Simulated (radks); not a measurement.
Results of a calculation; reference values are marked as such.
Task: All-electron atom: Lu in [Xe] 4f14 5d1 6s2. Level of theory: scalar-relativistic Kohn-Sham, PBE, spin-polarised, spherical densities, finite nucleus; open shells are filled with parallel spins first (spin-orbit coupling, left out, can overturn this in heavy ions); Fermi nuclear charge, rms radius 5.37 fm; hard spherical wall at 2 bohr (a radial shooting solver on a logarithmic mesh with Libxc functionals). Some entries of the table are withheld. Estimate them.

| orbital | occ. | eigenvalue (eV) | <r^2> (bohr^2) | <r> (bohr) |
|---|---|---|---|---|
| 1s up | 1 | -63150.39 | 0.0005122 | 0.01932 |
| 1s down | 1 | -63150.39 | 0.0005122 | 0.01932 |
| 2s up | 1 | -10691.45 | 0.007922 | 0.08185 |
| 2s down | 1 | -10691.31 | 0.007922 | 0.08185 |
| 2p up | 3 | -9398.447 | 0.006496 | 0.07293 |
| 2p down | 3 | -9398.336 | 0.006496 | 0.07293 |
| 3s up | 1 | -2370.916 | 0.05172 | 0.2127 |
| 3s down | 1 | -2370.872 | 0.05172 | 0.2127 |
| 3p up | 3 | -1982.811 | 0.05230 | 0.2124 |
| 3p down | 3 | -1982.761 | 0.05230 | 0.2124 |
| 3d up | 5 | -1516.169 | 0.04350 | 0.1926 |
| 3d down | 5 | -1516.074 | 0.04350 | 0.1926 |
| 4s up | 1 | -420.6787 | 0.2596 | 0.4793 |
| 4s down | 1 | -420.5439 | 0.2596 | 0.4794 |
| 4p up | 3 | -293.7568 | 0.2967 | 0.5103 |
| 4p down | 3 | -293.6327 | 0.2967 | 0.5103 |
| 4d up | 5 | -128.3450 | 0.3577 | 0.5542 |
| 4d down | 5 | -128.2004 | 0.3574 | 0.5541 |
| 5s up | 1 | -6.4489 | 1.300 | 1.091 |
| 5s down | 1 | -5.6082 | 1.297 | 1.090 |
| 5p up | 3 | 27.5168 | 1.455 | 1.157 |
| 5p down | 3 | 28.4679 | 1.452 | 1.156 |
| 4f up | 7 | 51.7567 | 0.6087 | 0.7041 |
| 4f down | 7 | 52.0615 | 0.6040 | 0.7015 |
| 5d up | 1 | 77.7294 | 1.623 | 1.222 |
| 5d down | 0 | 78.7628 | 1.622 | 1.221 |
| 5f up | 0 | 144.8817 | 1.591 | 1.169 |
| 5f down | 0 | 145.8112 | 1.594 | 1.171 |
| 6s up | 1 | 161.3350 | 1.704 | 1.220 |
| 6s down | 1 | 162.0329 | 1.706 | 1.221 |
| 6p up | 0 | (1) | (2) | 1.199 |
| 6p down | 0 | (3) | (4) | 1.199 |
| 7s up | 0 | 427.0575 | 1.623 | (5) |
| 7s down | 0 | 427.7203 | 1.624 | (6) |

Result: 
(1) 6p up eigenvalue (eV): 199.3953
(2) 6p up <r^2> (bohr^2): 1.662
(3) 6p down eigenvalue (eV): 200.0486
(4) 6p down <r^2> (bohr^2): 1.664
(5) 7s up <r> (bohr): 1.173
(6) 7s down <r> (bohr): 1.173
